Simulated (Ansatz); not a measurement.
Basis-set series for `[CH3][Sn]([OH])([OH])[OH]`. Charge 0, multiplicity 1. Sn: def2 effective core potential. All single points use the PBE0-D4/def2-TZVP geometry. It is one conformer, not always the lowest.

| functional | basis | functions | energy (Eh) | HOMO (eV) | LUMO (eV) |
| --- | --- | --- | --- | --- | --- |
| PBE0-D4 | def2-SVP | 112 | -481.23779 | -8.11 | -0.37 |
| PBE0-D4 | def2-QZVPP | 490 | -481.61852 | -8.43 | -0.94 |
| ωB97M-V | def2-SVP | 112 | -481.36853 | -10.46 | 1.55 |
| ωB97M-V | def2-QZVPP | 490 | -481.75877 | -10.78 | 0.65 |

**Question.** Give the rows for def2-TZVPP. (An estimate is asked.)

**Answer.** Computed: 
| functional | basis | functions | energy (Eh) | HOMO (eV) | LUMO (eV) |
| --- | --- | --- | --- | --- | --- |
| PBE0-D4 | def2-TZVPP | 258 | -481.59936 | -8.38 | -0.75 |
| ωB97M-V | def2-TZVPP | 258 | -481.74024 | -10.73 | 1.04 |

Positive LUMOs are unbound and depend on the basis.
